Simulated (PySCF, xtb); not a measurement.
CHCl, SMILES [CH]Cl (connectivity only; charge and spin as stated), neutral, multiplicity 1.

Harmonic wavenumbers (cm⁻¹) from GFN2-xTB (xtb) at its own minimum, in rising order: 885, 1188, 2756.

Question: What does PBE0-D3(BJ)/def2-TZVPD run with PySCF give at its own minimum? (The exact figures need the calculation; the answer reports its results.)

Answer: 841, 1224, 2927. Paired by order, the mean absolute difference is 84 cm⁻¹ and the zero-point energies are 6.9 and 7.1 kcal/mol.
